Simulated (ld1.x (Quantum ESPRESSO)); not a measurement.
# LDA (PZ) PAW dataset for O, scalar-relativistic all-electron reference.

* Element: oxygen (O)
* Generator: ld1.x (Quantum ESPRESSO) 7.5
* Type: PAW
* Functional: LDA (PZ)
* Relativity: scalar-relativistic
* Frozen core: [He]
* Valence charge: 6
* Reference configuration: 2s2 2p4
* Partial waves: 2s (bound): rcut 0.90, rcutus 1.00 bohr; 2s channel at -1.4 Ry: rcut 0.90, rcutus 1.00 bohr; 2p (bound): rcut 1.05, rcutus 1.45 bohr; 2p channel at 0.25 Ry: rcut 1.05, rcutus 1.45 bohr
* Local potential: all-electron potential smoothed inside 1.10 bohr (lloc = -1)
* Core correction: Bessel-smoothed model core, default radius (core density twice the valence density)
* Augmentation charge: PSQ, inside the norm-conserving radii

All-electron outer shells of the reference configuration (LDA (PZ), scalar-relativistic, ld1.x):

| shell | level (eV) | outermost node (bohr) | outermost maximum (bohr) |
| --- | --- | --- | --- |
| 1s | -510.89 | – | 0.13 |
| 2s | -23.75 | 0.28 | 0.88 |
| 2p | -9.20 | – | 0.82 |

(1) Estimate the cutoffs (Ry, on a coarse ladder) from which the occupation-weighted sum of valence levels, in a spherical-Bessel basis at the reference potential, stays within 10 and 1 mRy of its value at 400 Ry.

(2) Does the potential have ghost states?

(3) Is the overlap operator S = 1 + Σ q|β⟩⟨β| positive definite (Bessel basis up to 400 Ry)?

(4) Tests: 2s2 2p3; 2s2 2p2; 2s2 2p1; 2s2 2p4.3; 2s1 2p5; 2s1 2p4; 2s0 2p6. Which has the largest error in its energy relative to the reference configuration, and how large is it?

## Answers

(1) 35 Ry and 60 Ry.

(2) No extra level below or beside the all-electron valence levels (s, p, d, f tested).

(3) Yes: its lowest eigenvalue is 0.56 (s channel).

(4) 2s0 2p6, with -2.2 meV (all-electron minus pseudo) on +29.23 eV.
